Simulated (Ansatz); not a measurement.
`[AlH2][CH2][InH2]`, charge 0, multiplicity 1.

Question: Give a relaxed structure at PBE0-D4/def2-TZVP (Ansatz 0.2.0). (An estimate is asked.)

Answer: The calculation gave: 
Z-matrix (Å, degrees):
```
C
In 1 2.157
Al 1 1.929 2 115.9
H 1 1.095 2 105.0 3 -121.9
H 1 1.095 2 104.9 3 121.7
H 2 1.726 1 119.1 3 90.7
H 2 1.727 1 119.1 3 -89.8
H 3 1.590 1 120.1 2 88.3
H 3 1.590 1 120.2 2 -88.8
```
Point group Cs.
This is one stationary point; other conformers may exist.
